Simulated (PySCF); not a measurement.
PySCF job for CH₈Ge₂, SMILES [CH3][GeH2][GeH3], TDDFT-PBE/def2-SVPD. The structure is a stationary point at PBE-D3(BJ)/def2-SVP. This is a generated structure with no PubChem entry under its InChIKey; it may be hypothetical.

```python
import numpy as np
from pyscf import gto, scf, dft, tdscf

mol = gto.M(
    atom='''
    C    -1.17414511   -2.06304040    0.00000000
    Ge    0.44536347   -0.93573413   -0.00000000
    Ge   -0.14085814    1.43044284   -0.00000000
    H    -0.89273218   -3.13408922   -0.00000000
    H    -1.78503629   -1.85533347   -0.89960282
    H    -1.78503629   -1.85533346    0.89960282
    H     1.30589568   -1.25370618    1.25652216
    H     1.30589568   -1.25370618   -1.25652215
    H    -0.98554050    1.78382366   -1.25520730
    H    -0.98554051    1.78382365    1.25520730
    H     1.12279431    2.33208494    0.00000001
    ''',
    basis='def2-SVPD',
    charge=0,
    spin=0,
    symmetry=True,
    max_memory=1600,
    verbose=4,
)
mf = dft.RKS(mol, xc='pbe').density_fit(auxbasis='def2-universal-jkfit')
mf.grids.level = 3
mf.conv_tol = 1e-9
mf.max_cycle = 100
mf.kernel()
mf.grids = dft.Grids(mol).set(level=1).build(with_non0tab=True)  # coarser grid for the response kernel
td = tdscf.TDDFT(mf)
td.singlet = True
td.nstates = 10
td.conv_tol = 1e-4
td.positive_eig_threshold = 1e-6
td.kernel(x0=td.get_init_guess(mf, 15))
td.analyze()
tt = tdscf.TDA(mf)
tt.singlet = False
tt.nstates = 4
tt.conv_tol = 1e-4
tt.positive_eig_threshold = 1e-6
tt.kernel(x0=tt.get_init_guess(mf, 9))
tt.analyze(verbose=3)
```

Log of the run:

```
PySCF version 2.14.0

[INPUT] verbose = 4
[INPUT] num. atoms = 11
[INPUT] num. electrons = 78
[INPUT] charge = 0
[INPUT] spin (= nelec alpha-beta = 2S) = 0
[INPUT] symmetry True subgroup None
[INPUT] Mole.unit = angstrom
[INPUT] Symbol           X                Y                Z      unit          X                Y                Z       unit  Magmom
[INPUT]  1 C     -1.174145110000  -2.063040400000   0.000000000000 AA   -2.218812688397  -3.898581339913   0.000000000000 Bohr   0.0
[INPUT]  2 Ge     0.445363470000  -0.935734130000   0.000000000000 AA    0.841614984186  -1.768281231108   0.000000000000 Bohr   0.0
[INPUT]  3 Ge    -0.140858140000   1.430442840000   0.000000000000 AA   -0.266183307016   2.703145204445   0.000000000000 Bohr   0.0
[INPUT]  4 H     -0.892732180000  -3.134089220000   0.000000000000 AA   -1.687019322786  -5.922570275752   0.000000000000 Bohr   0.0
[INPUT]  5 H     -1.785036290000  -1.855333470000  -0.899602820000 AA   -3.373229710510  -3.506072128039  -1.700002950686 Bohr   0.0
[INPUT]  6 H     -1.785036290000  -1.855333460000   0.899602820000 AA   -3.373229710510  -3.506072109142   1.700002950686 Bohr   0.0
[INPUT]  7 H      1.305895680000  -1.253706180000   1.256522160000 AA    2.467785182453  -2.369161320875   2.374482751847 Bohr   0.0
[INPUT]  8 H      1.305895680000  -1.253706180000  -1.256522150000 AA    2.467785182453  -2.369161320875  -2.374482732950 Bohr   0.0
[INPUT]  9 H     -0.985540500000   1.783823660000  -1.255207300000 AA   -1.862401629667   3.370938171919  -2.371998026555 Bohr   0.0
[INPUT] 10 H     -0.985540510000   1.783823650000   1.255207300000 AA   -1.862401648564   3.370938153022   2.371998026555 Bohr   0.0
[INPUT] 11 H      1.122794310000   2.332084940000   0.000000010000 AA    2.121773740120   4.407001835823   0.000000018897 Bohr   0.0

nuclear repulsion = 431.532412171982
point group symmetry = Cs
symmetry origin: [-4.84545161e-09  1.45363543e-09  4.84545164e-10]
symmetry axis x: [1.00000000e+00 1.03325766e-09 5.55887757e-10]
symmetry axis y: [ 1.03325766e-09 -1.00000000e+00 -5.06289225e-11]
symmetry axis z: [-5.55887757e-10 -5.06289271e-11  1.00000000e+00]
num. orbitals of irrep A' = 102
num. orbitals of irrep A" = 58
number of shells = 68
number of NR pGTOs = 270
number of NR cGTOs = 160
basis = def2-SVPD
ecp = {}


[settings echo left out]
init E= -4194.25069412913
HOMO (A') = -0.283775916293971  LUMO (A') = -0.0456779262064591  gap/eV = 6.47898
cycle= 1 E= -4195.5897771513  delta_E= -1.34  |g|= 0.773  |ddm|= 3.49
HOMO (A') = -0.227471343526901  LUMO (A') = -0.0282417501461207  gap/eV = 5.42131
cycle= 2 E= -4195.47350530734  delta_E= 0.116  |g|= 1.08  |ddm|= 1.41
HOMO (A') = -0.241392718725003  LUMO (A') = -0.0184539888127282  gap/eV = 6.06647
cycle= 3 E= -4195.66293671344  delta_E= -0.189  |g|= 0.132  |ddm|= 1.04
HOMO (A') = -0.248088408591645  LUMO (A') = -0.0207532613720476  gap/eV = 6.18610
cycle= 4 E= -4195.66840920017  delta_E= -0.00547  |g|= 0.0217  |ddm|= 0.176
HOMO (A') = -0.252254890775083  LUMO (A') = -0.0233111531793373  gap/eV = 6.22988
cycle= 5 E= -4195.66848782461  delta_E= -7.86e-05  |g|= 0.00865  |ddm|= 0.0389
HOMO (A') = -0.250758682211091  LUMO (A') = -0.0224819271024272  gap/eV = 6.21173
cycle= 6 E= -4195.66851152829  delta_E= -2.37e-05  |g|= 0.00151  |ddm|= 0.0161
HOMO (A') = -0.250805574642324  LUMO (A') = -0.0224563056270179  gap/eV = 6.21370
cycle= 7 E= -4195.66851245068  delta_E= -9.22e-07  |g|= 0.000231  |ddm|= 0.00306
HOMO (A') = -0.250801575663213  LUMO (A') = -0.0224578271937328  gap/eV = 6.21355
cycle= 8 E= -4195.66851246884  delta_E= -1.82e-08  |g|= 0.00012  |ddm|= 0.000534
HOMO (A') = -0.250797210284846  LUMO (A') = -0.0224570454319961  gap/eV = 6.21345
cycle= 9 E= -4195.66851247156  delta_E= -2.71e-09  |g|= 2.49e-05  |ddm|= 0.000167
HOMO (A') = -0.250799321533881  LUMO (A') = -0.0224580899820768  gap/eV = 6.21348
cycle= 10 E= -4195.66851247168  delta_E= -1.2e-10  |g|= 3.62e-06  |ddm|= 3.2e-05
HOMO (A') = -0.250799377907345  LUMO (A') = -0.0224579404275453  gap/eV = 6.21349
Extra cycle  E= -4195.66851247167  delta_E= 7.28e-12  |g|= 4.62e-06  |ddm|= 1.6e-05
converged SCF energy = -4195.66851247167
tot grids = 39792
Overwritten attributes  positive_eig_threshold  of <class 'pyscf.tdscf.rks.CasidaTDDFT'>


******** <class 'pyscf.tdscf.rks.CasidaTDDFT'> for <class 'pyscf.df.df_jk.DFSymAdaptedRKS'> ********
nstates = 10 singlet
deg_eia_thresh = 1.000e-03
wfnsym = None
conv_tol = 0.0001
eigh lindep = 1e-12
eigh level_shift = 0
eigh max_cycle = 100


Excitation energies (eV)
[6.4323597  6.64702809 6.84513962 7.09492978 7.14774511 7.27385853
 7.30264944 7.33608125 7.44500349 7.63449387]

** Singlet excitation energies and oscillator strengths **
Excited State   1:   A'      6.43236 eV    192.75 nm  f=0.0112
      39 -> 40       -0.26114
      39 -> 41        0.63650
      39 -> 42       -0.12641
Excited State   2:   A'      6.64703 eV    186.53 nm  f=0.1814
      37 -> 43        0.10254
      39 -> 40        0.55701
      39 -> 41        0.16719
      39 -> 42       -0.36599
Excited State   3:   A'      6.84514 eV    181.13 nm  f=0.1761
      38 -> 40       -0.16030
      39 -> 40       -0.27460
      39 -> 41       -0.20754
      39 -> 42       -0.56086
      39 -> 45        0.10095
Excited State   4:   A"      7.09493 eV    174.75 nm  f=0.0143
      37 -> 41       -0.13021
      38 -> 43        0.12675
      39 -> 43        0.66388
Excited State   5:   A'      7.14775 eV    173.46 nm  f=0.0570
      37 -> 43        0.11238
      38 -> 40       -0.66542
      38 -> 41       -0.13793
Excited State   6:   A'      7.27386 eV    170.45 nm  f=0.0563
      38 -> 40       -0.11680
      38 -> 41        0.63370
      38 -> 42       -0.24059
Excited State   7:   A"      7.30265 eV    169.78 nm  f=0.0076
      37 -> 40        0.39417
      37 -> 41       -0.55956
      38 -> 43       -0.13811
Excited State   8:   A"      7.33608 eV    169.01 nm  f=0.0250
      37 -> 40        0.55420
      37 -> 41        0.40585
      38 -> 43       -0.10742
Excited State   9:   A'      7.44500 eV    166.53 nm  f=0.0027
      39 -> 44       -0.68875
Excited State  10:   A"      7.63449 eV    162.40 nm  f=0.0069
      35 -> 40       -0.14037
      37 -> 42        0.67309
      38 -> 43        0.11700

** Transition electric dipole moments (AU) **
state          X           Y           Z        Dip. S.      Osc.
  1        -0.2387     -0.1180     -0.0000      0.0709      0.0112
  2         0.3912     -0.9803      0.0000      1.1141      0.1814
  3        -0.1511      1.0136     -0.0000      1.0502      0.1761
  4         0.0000      0.0000     -0.2873      0.0825      0.0143
  5         0.3106     -0.4783      0.0000      0.3252      0.0570
  6        -0.2508     -0.5029      0.0000      0.3159      0.0563
  7         0.0000     -0.0000      0.2064      0.0426      0.0076
  8         0.0000      0.0000      0.3729      0.1390      0.0250
  9         0.1216     -0.0139     -0.0000      0.0150      0.0027
 10         0.0000     -0.0000      0.1918      0.0368      0.0069

** Transition velocity dipole moments (imaginary part, AU) **
state          X           Y           Z        Dip. S.      Osc.
  1        -0.0576     -0.0293      0.0000      0.0042      0.0118
  2         0.0984     -0.2424     -0.0000      0.0684      0.1867
  3        -0.0383      0.2591     -0.0000      0.0686      0.1818
  4        -0.0000      0.0000     -0.0773      0.0060      0.0153
  5         0.0858     -0.1270     -0.0000      0.0235      0.0596
  6        -0.0693     -0.1365      0.0000      0.0234      0.0584
  7        -0.0000      0.0000      0.0549      0.0030      0.0075
  8        -0.0000     -0.0000      0.1043      0.0109      0.0269
  9         0.0341     -0.0047     -0.0000      0.0012      0.0029
 10        -0.0000     -0.0000      0.0572      0.0033      0.0078

** Transition magnetic dipole moments (imaginary part, AU) **
state          X           Y           Z
  1         0.0000     -0.0000     -0.3963
  2        -0.0000      0.0000      0.3055
  3        -0.0000     -0.0000     -0.1534
  4        -0.0043     -0.0400     -0.0000
  5        -0.0000      0.0000      0.3746
  6         0.0000      0.0000     -0.5005
  7         0.3442      0.6057      0.0000
  8        -0.5554     -0.1239      0.0000
  9         0.0000      0.0000     -0.4450
 10         1.1356      0.3727     -0.0000
Overwritten attributes  positive_eig_threshold  of <class 'pyscf.tdscf.rks.TDA'>


******** <class 'pyscf.tdscf.rks.TDA'> for <class 'pyscf.df.df_jk.DFSymAdaptedRKS'> ********
nstates = 4 triplet
deg_eia_thresh = 1.000e-03
wfnsym = None
conv_tol = 0.0001
eigh lindep = 1e-12
eigh level_shift = 0
eigh max_cycle = 100


Excitation energies (eV)
[5.91542856 6.10194357 6.38491473 6.38711755]

** Triplet excitation energies and oscillator strengths **
Excited State   1:   A'      5.91543 eV    209.59 nm  f=0.0000
Excited State   2:   A'      6.10194 eV    203.19 nm  f=0.0000
Excited State   3:   A"      6.38491 eV    194.18 nm  f=0.0000
Excited State   4:   A'      6.38712 eV    194.12 nm  f=0.0000
```

Self-consistency was reached.
